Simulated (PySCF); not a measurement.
C₄H₁₀OSi, SMILES C=CC[SiH2]OC (GFN2-xTB optimised geometry):

```
16

C      2.490    -2.050    -1.111
C      1.818    -1.617    -0.060
C      0.349    -1.414    -0.016
Si    -0.058     0.440     0.000
O     -1.681     0.440     0.000
C     -2.533     1.543     0.000
H      1.990    -2.314    -2.029
H      3.561    -2.163    -1.103
H      2.348    -1.355     0.847
H     -0.058    -1.879     0.883
H     -0.119    -1.893    -0.876
H      0.469     1.112     1.195
H      0.480     1.128    -1.180
H     -2.366     2.163     0.884
H     -2.372     2.157    -0.889
H     -3.561     1.178     0.004
```

Level of theory: B3LYP/def2-TZVP (PySCF).

Task: What are the frontier orbital energies and the dipole moment?

Result: HOMO-2 -8.51 eV, HOMO-1 -7.88 eV, HOMO -6.86 eV, LUMO -0.06 eV, LUMO+1 0.47 eV; dipole moment 1.00 D.

Meta-Löwdin charges at B3LYP/def2-TZVP: C1 -0.28, C2 -0.09, C3 -0.44, Si4 0.92, O5 -0.62, C6 -0.10, H7 0.11, H8 0.12, H9 0.11, H10 0.13, H11 0.12, H12 -0.15, H13 -0.14, H14 0.10, H15 0.10, H16 0.12.
